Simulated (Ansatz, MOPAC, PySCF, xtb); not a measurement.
Torsion F1–Ge2–S3–H4 in FGeHS (SMILES [F][Ge][SH]); at each angle all else is relaxed with GFN2-xTB, and the levels are single points there.
Geometry at 180° (charge 0, multiplicity 1):
| atom | x (Å) | y (Å) | z (Å) |
|---|---|---|---|
| F | 1.6739 | -0.6334 | 0.1724 |
| Ge | 0.9292 | 0.9438 | -0.3066 |
| S | -1.1634 | 0.4355 | 0.3441 |
| H | -1.6547 | 1.6158 | -0.0284 |

On the grid 0° to 330°, 270° is the highest and 180° the lowest point at wB97M-V/def2-TZVPP.

The state reached by PM3 isn't checked.

Run with Ansatz (a program for electronic structure); MOPAC for PM3 (differences of heats of formation); PySCF for the dispersion terms; xtb for the GFN methods. 

Q: One of these levels gives 10.98 kcal/mol for the energy at 270° less that at 180°. Name it.
A) GFN-FF
B) BLYP-D3(BJ)/def2-TZVPP
C) SVWN5/def2-TZVPP
D) PM3

A: C, SVWN5/def2-TZVPP. The others give 1.08 (GFN-FF), 5.59 (PM3), 10.16 (BLYP-D3(BJ)/def2-TZVPP)
